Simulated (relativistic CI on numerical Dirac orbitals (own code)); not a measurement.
**Hyperfine structure of Yb4+, mass number 171**

Computed by Dirac-Coulomb-Breit CI, orbitals from a KLI potential per configuration, QED by a radiative potential, valence Slater integrals scaled by 0.85, P86 correlation energy added to each configuration (own radial code, finite nucleus).

CI space (outside the closed core [Kr] 4d10): 4f¹²5s²5p⁶, 4f¹¹5s²5p⁶5d, 4f¹⁴5s²5p⁴, 4f¹³5s²5p⁵, 4f¹²5s²5p⁵5d, 4f¹¹5s²5p⁶6s, 4f¹¹5s²5p⁶6p, 4f¹²5s²5p⁵5f, 4f¹²5s²5p⁵6s, 4f¹²5s5p⁶5d, 4f¹¹5s²5p⁶7s, 4f¹⁴5p⁶, 4f¹³5s5p⁶, 4f¹⁴5s5p⁵, 4f¹²5s²5p⁵7s, 4f¹²5s²5p⁴6s². Levels of other configurations are missing.

Nuclear spin I = 1/2, μ = 0.4923 μN (tables of Stone and Pyykkö). The electronic factors are computed for point nuclear moments, without core polarisation; leaving it out makes A of s and p electrons in near-neutral atoms 20 to 40 % too small, and it can dominate for d and f shells.

```json
{"Level": "4f¹²5s²5p⁶ ³H6", "E (eV)": "0.0000", "A (MHz)": "964.4"}
{"Level": "4f¹²5s²5p⁶ ³F4", "E (eV)": "0.7470", "A (MHz)": "974.8"}
{"Level": "4f¹²5s²5p⁶ ³H5", "E (eV)": "1.1711", "A (MHz)": "1275"}
{"Level": "4f¹²5s²5p⁶ ³H4", "E (eV)": "1.7623", "A (MHz)": "1329"}
{"Level": "4f¹²5s²5p⁶ ³F3", "E (eV)": "2.0637", "A (MHz)": "1129"}
{"Level": "4f¹²5s²5p⁶ ³F2", "E (eV)": "2.1408", "A (MHz)": "1295"}
{"Level": "4f¹²5s²5p⁶ ¹G4", "E (eV)": "2.9002", "A (MHz)": "1667"}
{"Level": "4f¹²5s²5p⁶ ¹I6", "E (eV)": "4.7614", "A (MHz)": "1295"}
```

Levels with J = 0, under 50 % of one LS term, or S terms without an open s electron are left out. Small factors come from cancelling terms and can be off by tens of per cent or more.

At this charge configurations can still be misplaced by up to about 7 % of their energy. Levels and lines within the n = 5 or 6 shells can be off by up to 10 % or somewhat more, and those that change n by about 2 %, since core polarisation is missing. 8 of the 11 excited levels that our extract of the measured tables holds in this range could be paired (the sources list more); they are missed by 723 cm⁻¹ on average and 1632 at most, and levels without a partner can miss by more. Some levels of the ground configuration have no partner and can miss by 10 % or more. Levels that differ in their count of f electrons can be misplaced by several ten thousand cm⁻¹, since the correlation energy of f electrons is missing or only estimated; rates across such gaps can be off by orders of magnitude.

(1) Give the hyperfine levels of 4f¹²5s²5p⁶ ³H6 relative to its centre of gravity.

## Answers

(1) With K = F(F + 1) − I(I + 1) − J(J + 1), E = AK/2: F = 11/2: -3376, F = 13/2: 2893 MHz.

LS names give the leading component of a level, which can be under half, so a name can repeat, a term be missing and a line seem to break the LS rules.
